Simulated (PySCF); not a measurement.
Molecule (SMILES): FB=O.
Geometry (B3LYP-D3(BJ)/def2-TZVP, fixed):
```xyz
3

F      0.0000     0.0000    -1.1989
B      0.0000     0.0000     0.0871
O      0.0000     0.0000     1.2943
```
Charge 0, spin multiplicity 1.

Basis-set convergence of the isotropic shielding of O3 at PBE with PySCF. GIAO, no density fitting; atoms are numbered in the order shown. All functions are spherical. No added dispersion term, no relativity. Reference: the value in pcseg-3, 192.36 ppm, itself unsure by roughly 2.51 ppm (its distance from pcSseg-2). Deviations are taken from unrounded values. Cost is core time over that of 6-311++G(2d,2p), rough, on shared machines of one kind; a dash marks a row that isn't timed (too short, read off another run, short of memory, by another algorithm or on other hardware).

| basis | functions | isotropic shielding of O3 (ppm) | minus reference (ppm) | cost |
|---|---|---|---|---|
| 6-31G | 27 | 192.77 | 0.41 | - |
| pcSseg-0 | 27 | 168.69 | -23.67 | - |
| 6-31G** | 42 | 207.76 | 15.40 | - |
| pcseg-1 | 42 | 202.20 | 9.84 | - |
| pcSseg-1 | 51 | 183.58 | -8.78 | - |
| 6-31+G* | 54 | 212.44 | 20.08 | - |
| aug-cc-pVDZ | 69 | 209.95 | 17.59 | 0.5× |
| 6-311++G(2d,2p) | 81 | 196.63 | 4.27 | 1× |
| cc-pVTZ | 90 | 192.82 | 0.46 | 2× |
| def2-TZVPP | 93 | 194.14 | 1.78 | 1× |
| pcSseg-2 | 108 | 189.85 | -2.51 | 2× |
| jun-cc-pV(T+d)Z | 117 | 198.56 | 6.20 | 2× |
| cc-pCVTZ | 129 | 190.82 | -1.54 | 3× |
| aug-cc-pVTZ | 138 | 198.42 | 6.06 | 3× |
| aug-pcseg-2 | 138 | 193.42 | 1.06 | 3× |
| cc-pVQZ | 165 | 194.08 | 1.72 | 9× |
| pcseg-3 | 180 | 192.36 | 0.00 | 10× |
| def2-QZVPPD | 195 | 194.63 | 2.28 | 10× |
